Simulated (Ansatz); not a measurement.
Cartesian coordinates in Å:
```
N -1.365 -0.054 -0.410
Si 0.354 0.106 -0.182
O 0.709 -0.426 1.311
F 0.635 1.665 -0.340
H -1.680 -0.465 -1.290
H 1.251 -0.608 -1.107
H 0.095 -0.217 2.018
```

Total charge 0; spin multiplicity 2.

(1) List the CAM-B3LYP/def2-TZVPP orbital energies in eV (the Gaussian-basis code of Ansatz). (An estimate is asked.)

Answers

(1) The calculation gave: α occupied: -1802.51, -673.52, -523.02, -392.53, -146.88, -102.26, -102.22, -102.18, -34.71, -30.18, -25.52, -17.99, -16.19, -15.17, -14.53, -14.03, -12.56, -12.40, -11.90, -10.89, -10.38. α empty: 1.62, 1.81, 2.50, 3.28, 4.03, 4.86, 5.63, 6.88. β occupied: -1802.51, -673.50, -523.00, -392.03, -146.88, -102.26, -102.22, -102.19, -34.67, -30.13, -24.04, -17.93, -16.08, -14.96, -14.50, -13.79, -12.48, -12.18, -11.60, -9.87. β empty: -2.65, 1.69, 1.90, 2.81, 3.34, 4.07, 4.90, 5.68. ⟨S²⟩ = 0.753.
